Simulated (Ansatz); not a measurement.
Process, species as SMILES: [SeH] (SeH) → H atom + Se atom
B3LYP-D3(BJ)/def2-TZVP geometries, fixed; electronic energies without zero-point terms.
Largest species:
```xyz
2

Se     0.0000     0.0000    -0.0421
H      0.0000     0.0000     1.4328
```
Charge 0, spin multiplicity 2.

Energies in hartree at PBE with Ansatz (a program for electronic structure); the atomisation energy is their sum with the coefficients shown, times 627.509 kcal/mol a hartree. All functions are spherical. Open shells are unrestricted. No added dispersion term, no relativity.

```csv
species,coefficient,part,aug-cc-pVDZ,aug-cc-pVTZ,aug-cc-pVQZ
[SeH] (SeH),-1,PBE,-2401.72320,-2401.79455,-2401.79753
H atom,+1,PBE,-0.49922,-0.49980,-0.49993
Se atom,+1,PBE,-2401.09944,-2401.16927,-2401.17201
```

Predict the atomisation energy in aug-cc-pV5Z (X = 5): let each PBE step shrink by the ratio of the last two. Compare with the run.


- [SeH] (SeH): steps -0.07135 and -0.00298, ratio 0.042, so PBE -2401.79766 (run: -2401.80306).
- H atom: steps -0.00058 and -0.00013, ratio 0.224, so PBE -0.49996 (run: -0.49998).
- Se atom: steps -0.06983 and -0.00274, ratio 0.039, so PBE -2401.17212 (run: -2401.17735).
Predicted 78.80 kcal/mol; the run in aug-cc-pV5Z gives 78.90, a miss of -0.09. Keeping the value in aug-cc-pVQZ, 78.81, would miss by -0.09. All sums are of the energies as printed.
